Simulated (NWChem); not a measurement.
C4H6Si; SMILES C(#C)/C=C/[SiH3]

Computed with NWChem. Geometry: optimised at B3LYP/6-31G* (spherical d). Level: PBE0/def2-SVP with SMD (1 M gas to 1 M solution), gas-phase geometry. Reactions with the solvent are ignored.

```
solvent                dielectric constant  solvation free energy (kcal/mol)  cavity-dispersion-structure term (kcal/mol)  dipole in solution (D)
---------------------  -------------------  --------------------------------  -------------------------------------------  ----------------------
water                                 78.4                               1.5                                          5.3                    0.40
acetonitrile                          35.7                              -2.9                                          0.9                    0.40
1,4-dioxane                           2.21                        (withheld)                                          1.5                    0.41
N,N-dimethylformamide                 37.2                              -1.9                                          1.8                    0.40
benzene                               2.27                              -2.7                                         -0.7                    0.41
```

**Question.** What belongs in the gaps?

**Answer.** 
- 1,4-dioxane, solvation free energy (kcal/mol): -0.5
